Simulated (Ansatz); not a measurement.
Reactions of C₄H₅I, SMILES `C=CC(=C)I`.

Isolated molecules relaxed with PBE0-D4/def2-TZVP in Ansatz; ΔE leaves out vibrations. CCSD(T)/CBS adds triple-zeta CCSD(T) − MP2 to the extrapolated MP2 energy (def2 sets, frozen cores). This one scheme is used for every species, atoms too. DFT in def2-TZVPP. No spin–orbit coupling; open shells (•) take unrestricted orbitals. Spin–orbit coupling would lower the free atoms: a little for C; strongly for I. Elements past krypton have def2 core potentials. Bonds to I, In are less sure, by a few kJ/mol each and by 10 to 20 or more in all where they break to atoms, as the def2 sets lack core-valence functions. One conformer a species, not always the lowest.

```json
{"reaction": "`C=CC(=C)I` + CH₃NH₂ → `C=C(I)NC` + ethylene", "CCSD(T)/CBS(def2) (kJ/mol)": "22"}
{"reaction": "`C=CC(=C)I` + H₂S → `C=C(S)I` + ethylene", "CCSD(T)/CBS(def2) (kJ/mol)": "43"}
{"reaction": "`C=CC(=C)I` + H–F → `C=CC(=C)F` + HI", "CCSD(T)/CBS(def2) (kJ/mol)": "34"}
{"reaction": "`C=CC(=C)I` → 4 C• + 5 H• + I•", "CCSD(T)/CBS(def2) (kJ/mol)": "?"}
{"reaction": "`C=CC(=C)I` + HCl → `C=CC(=C)Cl` + HI", "CCSD(T)/CBS(def2) (kJ/mol)": "16"}
{"reaction": "`C=CC(=C)I` + `C=CF` → `C=C/C=C\\F` + `C=CI`", "CCSD(T)/CBS(def2) (kJ/mol)": "6"}
{"reaction": "`C=CC(=C)I` + `[NH2][InH2]` → `C=C[NH][InH2]` + `C=CI`", "CCSD(T)/CBS(def2) (kJ/mol)": "?"}
```

(1) Fill in the missing values. (An estimate is asked.)

Largest T1 diagnostic: 0.016, for `[NH2][InH2]`.

Results:

(1) Ansatz gave: `C=CC(=C)I` → 4 C• + 5 H• + I•: +4052.1 kJ/mol; `C=CC(=C)I` + `[NH2][InH2]` → `C=C[NH][InH2]` + `C=CI`: +32.9 kJ/mol.
